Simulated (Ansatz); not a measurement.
CH4BF2Ga (`FB[CH2][GaH][F]`), one more setting.

```yaml
crystal:
  periodic: [false, false, false]
  atoms:
    - {symbol: F, position_ang: [1.756676, 1.350570, -0.806600]}
    - {symbol: B, position_ang: [1.369832, 0.485993, 0.127469]}
    - {symbol: C, position_ang: [0.356876, -0.615963, -0.214955]}
    - {symbol: Ga, position_ang: [-1.467199, -0.002799, 0.201164]}
    - {symbol: F, position_ang: [-2.439004, 0.287187, -1.236295]}
    - {symbol: H, position_ang: [1.818850, 0.656010, 1.228800]}
    - {symbol: H, position_ang: [0.488005, -1.493388, 0.426294]}
    - {symbol: H, position_ang: [0.330246, -0.889809, -1.271961]}
    - {symbol: H, position_ang: [-2.214291, 0.222209, 1.546074]}
basis:
  gaussian: {orbitals: def2-mTZVP}
magnetization: {spin_polarized: true, initial_magnetization: 2}
hamiltonian: {xc: {name: r2SCAN}, dispersion: d3bjatm}
scf: {lower_state_search: light}
output: {forces: true}
```

```sh
$ ansatz run in.yaml --threads 4 --pin off --events-out ev --progress --plain --max-ram 10444MiB
```

It prints (some lines left out):

```
Functional definition: r2SCAN
1195 factors; their error is unknown
mean field evaluation 1: about -59568.7724 eV, gradient 6.0e1 eV
mean field evaluation 2: about -59438.9548 eV, gradient 1.4e2 eV
mean field evaluation 4: about -59579.9053 eV, gradient 3.6e1 eV
mean field evaluation 8: about -59587.2901 eV, gradient 1.8e0 eV
mean field evaluation 16: about -59587.2773 eV, gradient 2.7e-2 eV
mean field -59587.27732562 eV, -2189.7920520094 hartree, gradient 5.3e-5 eV, S^2 2.005955; 6 other end points of the search recorded, 0 dependent functions left out
reference -59587.27734400 eV, -2189.7920526846 hartree; 33, 31 occupied and 91, 93 virtual orbitals, 1195 factors
Total energy: -59587.31776632 eV, -2189.7935381778 hartree
Atom 0 at     1.756676     1.350570    -0.806600 Å, force     0.176745     0.035044    -0.484809 eV/Å
Atom 1 at     1.369832     0.485993     0.127469 Å, force    -0.381839     2.354701     0.875806 eV/Å
Atom 2 at     0.356876    -0.615963    -0.214955 Å, force     0.926925    -2.376689    -0.373563 eV/Å
Atom 3 at    -1.467199    -0.002799     0.201164 Å, force    -1.017421     0.352869     0.416644 eV/Å
Atom 4 at    -2.439004     0.287187    -1.236295 Å, force     0.058138     0.306990    -0.465303 eV/Å
Atom 5 at     1.818850     0.656010     1.228800 Å, force     0.141244    -0.413274     0.065959 eV/Å
Atom 6 at     0.488005    -1.493388     0.426294 Å, force    -0.129523    -0.155086    -0.297295 eV/Å
Atom 7 at     0.330246    -0.889809    -1.271961 Å, force    -0.088341    -0.251671    -0.032444 eV/Å
Atom 8 at    -2.214291     0.222209     1.546074 Å, force     0.314071     0.147115     0.295006 eV/Å
Dipole moment:     0.301294    -0.432041     0.328288 e Å
```

It took 4.9 s on 4 threads of an INTEL XEON PLATINUM 8581C on a shared host, with 0.44 GiB of host memory at the peak.
